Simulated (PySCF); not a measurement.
## C₆ coefficients of unlike pairs at UHF

Calculated with PySCF 2.14 from the dipole response of each species, C₆(A,B) = (3/π) ∫ α_A(iu) α_B(iu) du, in atomic units, from isotropic polarisabilities. For ions this is the dispersion term alone; charge-induced terms of lower order in 1/R come first.

| species | configuration | basis | relativity | α (bohr³) | C₆ (like pair) |
| --- | --- | --- | --- | --- | --- |
| Si²⁺ | [Ne] 3s2 (1S) | dyall-av3z (19s12p3d2f) | none | 12.55 | 44.56 |
| Tc | [Kr] 4d5 5s2 (6S) | dyall-av2z (22s15p11d2f) | none | 170.9 | 1918 |
| Ca | [Ar] 4s2 (1S) | aug-cc-pwCVTZ-X2C (9s8p6d3f) | spin-free X2C | 182.8 | 2716 |
| Ga³⁺ | [Ar] 3d10 (1S) | aug-cc-pVQZ-DK (8s7p5d3f2g) | spin-free X2C | 1.038 | 1.528 |

(1) Estimate C₆ for Ga³⁺ with Si²⁺.

No spin-orbit coupling is included.

The other pairs:

```csv
pair,C₆
"Tc, Si²⁺",259.1
"Ga³⁺, Tc",30.27
"Ga³⁺, Ca",31.67
"Ca, Si²⁺",295.5
"Ca, Tc",2265
```

Answers

(1) The integral gives 6.176. The combination rule 2 C_A C_B / (C_A α_B/α_A + C_B α_A/α_B) gives 6.145 and the geometric mean 8.252.
